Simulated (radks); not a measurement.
Problem. Ru34+, 10 electrons, occupied as [He] 2s1 2p6 3p1 (not the ground configuration). All-electron calculation, scalar-relativistic Kohn-Sham, PBE, spin-polarised, spherical densities, finite nucleus; open shells are filled with parallel spins first (spin-orbit coupling, left out, can overturn this in heavy ions); Fermi nuclear charge, rms radius 4.4809 fm. Program: a radial shooting solver on a logarithmic mesh with Libxc functionals. Some entries of the table are withheld. Estimate them.

| orbital | occ. | eigenvalue (eV) | r(max) (bohr) | <1/r> (bohr^-1) |
|---|---|---|---|---|
| 1s up | 1 | -24045.19 | 0.02170 | 45.92 |
| 1s down | 1 | -24034.63 | 0.02170 | 45.91 |
| 2s up | 1 | -5094.349 | (1) | 10.64 |
| 2s down | 0 | -5076.869 | (2) | 10.64 |
| 2p up | 3 | -4795.568 | (3) | 10.29 |
| 2p down | 3 | -4779.818 | (4) | 10.30 |
| 3p up | 1 | -1984.519 | 0.3098 | 4.260 |
| 3p down | 0 | -1967.891 | 0.3095 | 4.267 |

Solution. 
(1) 2s up r(max) (bohr): 0.1213
(2) 2s down r(max) (bohr): 0.1213
(3) 2p up r(max) (bohr): 0.09664
(4) 2p down r(max) (bohr): 0.09658
